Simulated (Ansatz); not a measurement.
`O[SiH](S)S` + `C=N` → `C=N[SiH](S)S` + H₂O  (ligand exchange at the Si–O bond)

Isolated molecules relaxed with PBE0-D4/def2-TZVP in Ansatz; ΔE leaves out vibrations. CCSD(T)/CBS is the MP2 limit (def2-TZVPP, def2-QZVPP) plus CCSD(T) − MP2 in def2-TZVPP, frozen cores. This one scheme is used for every species. DFT in def2-TZVPP. B3LYP here is the variant with VWN-RPA as its local correlation; programs differ in this. Each species was taken in one conformer, which may not be the lowest.

`O[SiH](S)S`:

```xyz
8

O    -0.958    1.353    0.789
Si   -0.562   -0.107    0.165
S     1.125   -0.802    1.274
S    -0.119   -0.143   -1.921
H    -0.298    2.047    0.772
H    -1.775   -0.933    0.315
H     1.456   -1.740    0.371
H     1.131    0.325   -1.765
```

`C=N`:

Cartesian coordinates in Å:
```
C 0.165 -0.348 0.063
N 0.122 0.790 -0.478
H -0.583 -0.738 0.762
H 1.002 -1.009 -0.167
H -0.707 1.305 -0.180
```

`C=N[SiH](S)S`:

```xyz
10

C    -0.023   -1.015    1.641
N    -0.158   -0.755    0.418
Si    0.176    0.769   -0.338
S     1.743    0.421   -1.734
S    -1.668    1.476   -1.127
H    -0.263   -2.015    2.020
H     0.331   -0.295    2.393
H     0.668    1.857    0.548
H     1.189   -0.720   -2.181
H    -1.994    0.277   -1.641
```

H₂O:

```xyz
3

O     0.125    0.256   -0.265
H     0.124    0.356    0.690
H    -0.249   -0.612   -0.425
```

Task: Is it downhill or uphill in electronic energy at CCSD(T)/CBS, and by how much? (Estimate.)

Result: The calculation gave: Uphill: ΔE = +57.1 kJ/mol.

Task: What do these levels give: revPBE-D4, BLYP-D4, B3LYP-D4, ωB97M-V, PBE-QIDH, revPBE, BLYP, B3LYP, BHLYP, MP2/def2-SVP, CCSD(T)/def2-SVP, HF/def2-TZVPP? (An estimate is asked.)

Result: The calculation gave: revPBE-D4 50.1, BLYP-D4 54.6, B3LYP-D4 57.0, ωB97M-V 60.9, PBE-QIDH 58.3, revPBE 58.1, BLYP 62.7, B3LYP 63.6, BHLYP 66.0, MP2/def2-SVP 55.3, CCSD(T)/def2-SVP 58.0, HF/def2-TZVPP 69.9 kJ/mol.

Largest T1 diagnostic among the species: 0.013.

From BLYP to BHLYP (50 % exact exchange), in def2-TZVPP and without D4, ΔE moves by +3.4 kJ/mol. The D4 term adds −6.6 kJ/mol with B3LYP and −4.0 kJ/mol with PBE0; it sums over pairs of atoms, weighted by their polarisabilities, and B3LYP, whose exchange is more repulsive, gets the larger term. In def2-TZVPP, CCSD(T) changes the Hartree–Fock value by −10.0 kJ/mol (the triples alone add −2.1 kJ/mol) and MP2 by −14.4 kJ/mol.
